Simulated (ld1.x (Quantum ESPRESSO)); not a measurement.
**nickel: one change to a TM potential, before and after**

```
Element                 : nickel (Ni)
Generator               : ld1.x (Quantum ESPRESSO) 7.5
Type                    : norm-conserving Troullier–Martins (Kleinman–Bylander form)
Functional              : PBE
Relativity              : fully relativistic
Frozen core             : [Ne] 3s2
Valence charge          : 16
Reference configuration : 3p6 3d8 4s1 4p0 (charge +1)
Partial waves           : 3p (bound): rc 0.65 bohr; 3d (bound): rc 1.65 bohr; 4s (bound): rc 2.00 bohr
Local potential         : the s channel
Core correction         : none
```

Open shells are filled in proportion to 2j + 1 (rel_dist='average').

Change: wave 4s (bound): rc 2.00 bohr becomes 4s (bound): rc 2.58 bohr.

Cutoffs: the cutoffs (Ry, on a coarse ladder) from which the occupation-weighted sum of valence levels, in a spherical-Bessel basis at the reference potential, stays within 10 and 1 mRy of its value at 400 Ry; they do not see the model core or the augmentation charge, which bear on the density cutoff. Errors are all-electron minus pseudo energies relative to the spin-unpolarised reference configuration.

What does the change do?

Of the 7 tests that both files solve, the error grows in 4 and shrinks in 0 by more than 15 % and 0.3 meV (median size 191.3 → 291.0 meV); neither file shows a bound ghost at the reference potential, the only one tested. More of the atom is replaced by a form fitted at one configuration, so other configurations suffer.

| quantity | base | changed |
| --- | --- | --- |
| cutoff, loose | 180 Ry | 180 Ry |
| cutoff, tight | over 300 Ry | over 300 Ry |
| bound ghosts | none | none |
| error for 3p6 3d8 4s2 4p0, meV [ΔE -9.32 eV] | -1.2 | +2.3 |
| error for 3p6 3d8 4s0 4p0, meV [ΔE 17.35 eV] | -3.5 | -7.2 |
| error for 3p6 3d7 4s0 4p0, meV [ΔE 54.82 eV] | -191 | -291 |
| error for 3p6 3d7 4s2 4p1, meV [ΔE 1.22 eV] | -1161 | -1104 |
| error for 3p6 3d6 4s0 4p0, meV [ΔE 112.37 eV] | -694 | -956 |
| error for 3p6 3d8 4s1 4p1, meV [ΔE -4.73 eV] | -635 | -633 |
| error for 3p6 3d8.5 4s1.5 4p0, meV [ΔE -10.51 eV] | -29 | -25 |

Base: These tests converged, but a pseudo level misses the all-electron one widely, so the file describes the atom poorly there or has found another state: 3p6 3d7 4s0 4p0: empty 4p by 3.1 eV (a node warning on the way); 3p6 3d6 4s0 4p0: empty 4p by 4.8 eV (a node warning on the way). Changed file: These tests converged, but a pseudo level misses the all-electron one widely, so the file describes the atom poorly there or has found another state: 3p6 3d7 4s0 4p0: empty 4p by 3.2 eV (a node warning on the way); 3p6 3d6 4s0 4p0: empty 4p by 5.1 eV.
